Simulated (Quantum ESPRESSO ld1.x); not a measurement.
Species: Br3+. Configuration: [Ar] 3d10 4s2 4p1 4f1 (not the ground configuration). All-electron calculation, Dirac Kohn-Sham, revPBE, spin-unpolarised, spherical densities, point nucleus; open shells are shared between the two j in proportion to 2j + 1. Program: ld1.x of Quantum ESPRESSO 7.5.

Radial electron density D(r) = 4 pi r^2 rho(r):

```
   r/bohr * D(r) (the largest magnitude, 51.4, reaches the edge; | marks zero)
 0.002571 |  *
  0.00297 |  *
 0.003429 |   *
 0.003961 |     *
 0.004574 |      *
 0.005283 |        *
 0.006101 |          *
 0.007046 |             *
 0.008202 |                *
 0.009473 |                   *
  0.01094 |                       *
  0.01263 |                           *
  0.01459 |                                *
  0.01685 |                                    *
  0.01946 |                                        *
  0.02248 |                                           *
  0.02616 |                                             *
  0.03022 |                                              *
   0.0349 |                                             *
   0.0403 |                                           *
  0.04654 |                                        *
  0.05375 |                                      *
  0.06208 |                                     *
  0.07169 |                                      *
  0.08346 |                                          *
  0.09639 |                                              *
   0.1113 |                                                   *
   0.1286 |                                                      *
   0.1485 |                                                     *
   0.1715 |                                                *
    0.198 |                                         *
   0.2287 |                                  *
   0.2662 |                             *
   0.3075 |                             *
   0.3551 |                                *
   0.4101 |                                    *
   0.4736 |                                    *
    0.547 |                                 *
   0.6317 |                          *
   0.7295 |                  *
   0.8493 |           *
   0.9808 |       *
    1.133 |    *
    1.308 |   *
    1.511 |  *
    1.745 | *
    2.015 | *
    2.327 |*
    2.709 |*
    3.129 *
    3.613 *
    4.173 *
    4.819 *
    5.566 *
    6.428 *
    7.424 *
    8.642 *
    9.981 *
    11.53 *
```

D(r) has 3 maxima, at r = 0.0300, 0.134, 0.451 bohr, and minima at 0.0626, 0.286 bohr, inside which lie 2.09, 11.04 electrons.
